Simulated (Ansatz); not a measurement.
Gas-phase electronic energies from Ansatz, PBE0-D4/def2-TZVP geometries. CBS: MP2 limit from def2 TZ/QZ plus the TZ coupled-cluster correction, frozen cores. DFT in def2-TZVPP. B3LYP here is the variant with VWN-RPA as its local correlation; programs differ in this. For Ge outer-core shells are correlated without core-valence functions, which leaves a few kJ/mol of doubt a bond. Scalar relativity is left out up to krypton. Each species was taken in one conformer, which may not be the lowest.

Consider the substitution at a C–Si bond: `BC[SiH2]CF` + `[F][GeH2][SH]` → `BC[S][GeH2][F]` + `FC[SiH3]`.

`BC[SiH2]CF`:

Cartesian coordinates in Å:
```
B 0.707 -1.532 -1.572
C -0.363 -0.742 -0.811
Si 0.535 0.421 0.376
C -0.754 1.364 1.396
F -1.586 0.471 2.064
H 1.169 -2.535 -1.109
H 1.149 -1.122 -2.608
H -0.990 -1.342 -0.143
H -0.980 -0.085 -1.431
H 1.424 -0.338 1.293
H 1.343 1.435 -0.356
H -1.379 1.998 0.758
H -0.275 2.008 2.142
```

`[F][GeH2][SH]`:

Z-matrix (Å, degrees):
```
Ge
S 1 2.200
F 1 1.741 2 109.3
H 1 1.532 2 112.0 3 -116.0
H 1 1.530 2 107.9 3 115.4
H 2 1.343 1 94.0 3 77.5
```

`BC[S][GeH2][F]`:

Cartesian coordinates in Å:
```
B -1.924 -1.098 -0.828
C -0.624 -0.302 -0.530
S 0.059 -0.573 1.135
Ge 1.773 0.786 1.055
F 1.176 2.422 0.924
H -2.492 -1.738 0.006
H -2.370 -1.035 -1.936
H -0.886 0.758 -0.660
H 0.125 -0.511 -1.302
H 2.598 0.592 -0.226
H 2.566 0.699 2.363
```

`FC[SiH3]`:

Cartesian coordinates in Å:
```
F -0.407 -1.851 0.392
C 0.470 -0.771 0.361
Si -0.397 0.763 -0.336
H 1.333 -1.051 -0.253
H 0.830 -0.594 1.380
H 0.588 1.878 -0.344
H -1.554 1.126 0.521
H -0.863 0.499 -1.720
```

```json
{"level": "r2SCAN-D4", "ΔE (kJ/mol)": "75.6"}
{"level": "B3LYP-D4", "ΔE (kJ/mol)": "69.2"}
{"level": "ωB97X-V", "ΔE (kJ/mol)": "70.0"}
{"level": "r2SCAN", "ΔE (kJ/mol)": "75.6"}
{"level": "B3LYP", "ΔE (kJ/mol)": "69.9"}
{"level": "CCSD(T)/def2-TZVPP", "ΔE (kJ/mol)": "73.6"}
{"level": "HF/def2-QZVPP", "ΔE (kJ/mol)": "66.4"}
{"level": "MP2/def2-QZVPP", "ΔE (kJ/mol)": "73.3"}
```

(1) What does CCSD(T)/CBS give? (Best estimate.)

Largest T1 diagnostic among the species: 0.012.

Results:

(1) Computed: +71.4 kJ/mol. The listed levels differ from it by 4.2, -2.2, -1.4, 4.2, -1.5, 2.2, -5.0, 1.9 kJ/mol.

In def2-TZVPP, CCSD(T) changes the Hartree–Fock value by +7.7 kJ/mol (the triples alone add +0.1 kJ/mol) and MP2 by +8.5 kJ/mol.
